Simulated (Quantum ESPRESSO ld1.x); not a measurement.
Question: All-electron atom: Be in 2s2 3s2 (not the ground configuration). All-electron calculation, scalar-relativistic Kohn-Sham, PBE, spin-unpolarised, spherical densities, point nucleus. Program: ld1.x of Quantum ESPRESSO 7.5. Some entries of the table are withheld. Estimate them.

| orbital | occ. | eigenvalue (eV) | <1/r> (bohr^-1) |
|---|---|---|---|
| 2s | 2 | -22.4958 | 0.9203 |
| 2p | 0 | -19.7948 | 0.9001 |
| 3s | 2 | (1) | (2) |
| 3d | 0 | -0.5902 | 0.2044 |

Answer: 
(1) 3s eigenvalue (eV): -3.0447
(2) 3s <1/r> (bohr^-1): 0.2680
